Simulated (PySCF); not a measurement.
System: sum formula Si$_{3}$H$_{5}$F$_{2}$, charge 0, multiplicity 2. It need not be the lowest isomer of its formula. 
Geometry from a B3LYP-D3(BJ)/def2-TZVP (Ansatz) optimisation:
```
Si
F 1 1.6056
F 1 1.6056 2 106.69
Si 1 2.3355 2 107.99 3 115.87
H 4 1.4853 1 112.61 2 -175.26
H 4 1.4853 5 109.56 1 126.15
Si 1 2.3533 2 108.41 3 -116.57
H 7 1.4819 1 108.47 2 -63.08
H 7 1.4819 8 109.11 1 117.97
H 7 1.4823 8 109.76 9 120.30
```
Charge 0, spin multiplicity 2.

Dispersion corrections to the total energy (kcal/mol) from the dftd3 and dftd4 libraries through PySCF: D3(BJ) without and D4 with the three-body term, each with the damping fitted for the functional named.

```csv
functional,D3(BJ),D4
B3LYP,-10.62,?
BLYP,?,-12.82
HSE06,-4.53,?
B2PLYP,-5.48,-4.23
PBE,-5.59,-6.03
CAM-B3LYP,-5.33,-5.40
r2SCAN,-1.65,-1.46
```

**Question.** What belongs in the gaps?

**Answer.** 
- B3LYP, D4: -9.82
- BLYP, D3(BJ): -12.72
- HSE06, D4: -4.92
